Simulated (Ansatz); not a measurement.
Start from `C=NC(=C)C` and change one atom or group to get `BC(=C)C`.

Ansatz, PBE0-D4/def2-TZVP geometries, multiplicity 1. Each molecule was computed in one conformer, which needn't be the lowest.

| property | `C=NC(=C)C` |
| --- | --- |
| HOMO energy (ωB97M-V/def2-TZVPP) / eV | -8.99 |
| HOMO–LUMO gap (ωB97M-V/def2-TZVPP) / eV | 10.35 |
| LUMO energy (ωB97M-V/def2-TZVPP) / eV | 1.36 |
| HOMO–LUMO gap (PBE/def2-TZVPP) / eV | 3.71 |
| size of the dipole moment (ωB97M-V/def2-TZVPP) / D | 1.21 |
| HOMO–LUMO gap (PBE0/def2-TZVPP) / eV | 5.95 |

Q: What does the change do to each property? (Best estimate.)

A: Ansatz gave: 
| property | `BC(=C)C` | shift |
| --- | --- | --- |
| HOMO energy (ωB97M-V/def2-TZVPP) / eV | -10.12 | -1.13 |
| HOMO–LUMO gap (ωB97M-V/def2-TZVPP) / eV | 10.18 | -0.17 |
| LUMO energy (ωB97M-V/def2-TZVPP) / eV | 0.06 | -1.30 |
| HOMO–LUMO gap (PBE/def2-TZVPP) / eV | 3.97 | 0.26 |
| size of the dipole moment (ωB97M-V/def2-TZVPP) / D | 1.11 | -0.10 |
| HOMO–LUMO gap (PBE0/def2-TZVPP) / eV | 5.99 | 0.04 |

Dipoles are sizes alone; their direction can turn.
